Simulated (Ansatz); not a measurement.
Ansatz results at the PBE0-D4/def2-TZVP geometry: size of the dipole moment (B3LYP/def2-TZVPP) 1.88 D; HOMO energy (B3LYP/def2-TZVPP) -6.23 eV; HOMO energy (ωB97M-V/def2-TZVPP) -8.69 eV.

Each molecule was computed in one conformer, which needn't be the lowest.

Q: Which molecule gave them?
A. `[Cl][In]([Cl])[Br]`
B. `[CH3][In]([NH2])[Br]`
C. `CC[O][In]([CH3])[Cl]`
D. `C[N](C)[In]([SH])[Cl]`

A: D. The others give `CC[O][In]([CH3])[Cl]`: 2.48, -7.36, -9.99; `[CH3][In]([NH2])[Br]`: 3.53, -7.05, -9.61; `[Cl][In]([Cl])[Br]`: 0.46, -8.69, -11.19.

B3LYP here is the variant with VWN-RPA as its local correlation; programs differ in this.
